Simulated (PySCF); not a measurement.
Geometries of 2 isomers of C3H8GeSi, from PBE0-D3(BJ)/def2-SVP geometry optimisation, gas phase (PySCF 2.14.0). One conformer each, no zero-point energy, no frequencies.

**Question.** Which isomer lies lower at this level?
A.
```xyz
13
angstrom
C     -1.374   -2.247   -0.581
C     -0.759   -1.306   -0.122
C     -0.001   -0.178    0.369
Si     1.830   -0.350   -0.109
Ge    -0.786    1.511   -0.308
H     -1.927   -3.078   -0.976
H     -0.052   -0.128    1.471
H      2.388   -1.620    0.442
H      1.958   -0.349   -1.596
H      2.592    0.809    0.451
H     -0.665    1.536   -1.839
H     -2.264    1.572    0.110
H     -0.015    2.699    0.299
```
B.
```xyz
13
angstrom
C      2.750    1.135   -0.032
Si     1.579    0.383    1.225
C     -0.106    0.224    0.504
C     -1.219    0.129    0.002
Ge    -2.952   -0.021   -0.764
H      3.761    1.232    0.394
H      2.402    2.135   -0.334
H      2.810    0.504   -0.931
H      2.043   -0.976    1.636
H      1.487    1.240    2.445
H     -3.905   -0.620    0.281
H     -3.434    1.377   -1.177
H     -2.873   -0.936   -1.994
```

**Answer.** B. That is `[C]([GeH3])#C[SiH2]C`, 17.2 kcal/mol below the other.

```
                 SMILES                 atoms numbered as above       E (Eh)  relative (kcal/mol)  relative (kJ/mol)  dipole (D)
     C[SiH2]C#[C][GeH3]      [CH3:1][SiH2:2][C:3]#[C:4][GeH3:5]  -2484.60795                  0.0                0.0        0.77
C#C[C@@H]([SiH3])[GeH3]  [CH:1]#[C:2][C@@H:3]([SiH3:4])[GeH3:5]  -2484.58061                 17.2               71.8        0.51
```
